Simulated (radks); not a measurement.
Problem. The mean radii <r> (bohr) of the occupied orbitals of an atom or ion are listed with their occupations. Calculated with a radial shooting solver on a logarithmic mesh with Libxc functionals: Dirac Kohn-Sham, PBE, spin-unpolarised, spherical densities, point nucleus.

| orbital | occ. | <r> |
|---|---|---|
| 1s1/2 | 2 | 0.03706 |
| 2s1/2 | 2 | 0.1623 |
| 2p1/2 | 2 | 0.1387 |
| 2p3/2 | 4 | 0.1430 |
| 3s1/2 | 2 | 0.4582 |
| 3p1/2 | 2 | 0.4549 |
| 3p3/2 | 4 | 0.4653 |
| 3d3/2 | 4 | 0.4503 |
| 3d5/2 | 6 | 0.4538 |
| 4s1/2 | 2 | 1.202 |
| 4p1/2 | 2 | 1.322 |
| 4p3/2 | 4 | 1.350 |
| 4d3/2 | 0.4 | 1.829 |
| 4d5/2 | 0.6 | 1.840 |

Name the element and its charge. Open shells, if any, are shared by 2j + 1.

Solution. Z = 40, zirconium, charge +3: Zr3+ in [Kr] 4d1. The 1s radius gives Z: for a bare nucleus <r> = (2 gamma + 1)/(2Z) with gamma = sqrt(1 - (Z/c)^2), 0.03641 bohr for Z = 40, and screening makes it slightly larger (0.03706 here). The occupations add up to 37, and the charge is Z minus that.
